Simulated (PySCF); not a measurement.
A calculated (BHandHLYP, PySCF 2.14, ANO-RCC-VTZP, scalar relativity by spin-free X2C-1e) atom or ion has these occupied shells.

```tsv
shell	electrons	orbital energy (eV)	rms radius, mean of both spins (bohr)
1s β	1	-40415.7	0.0280
1s α	1	-40415.7	0.0280
2s α	1	-6535.1	0.114
2s β	1	-6535.0	0.114
2p α	3	-5857.7	0.102
2p β	3	-5857.6	0.102
3s α	1	-1439.4	0.297
3s β	1	-1439.3	0.297
3p α	3	-1220.6	0.297
3p β	3	-1220.6	0.297
3d α	5	-906.36	0.275
3d β	5	-906.27	0.275
4s α	1	-308.41	0.674
4s β	1	-308.26	0.674
4p α	3	-235.03	0.715
4p β	3	-234.88	0.715
4d α	5	-126.87	0.794
4d β	5	-126.68	0.794
5s α	1	-50.144	1.58
5s β	1	-49.207	1.58
5p α	3	-30.051	1.82
5p β	3	-28.670	1.82
5d α	2	-6.619	2.82
6s α	1	-4.990	4.56
6s β	1	-4.563	4.56
```

(1) Name the element and its charge.

Answers

(1) Ce (cerium, neutral), in [Xe] 5d2 6s2, high-spin 3F determinant (an excited configuration).
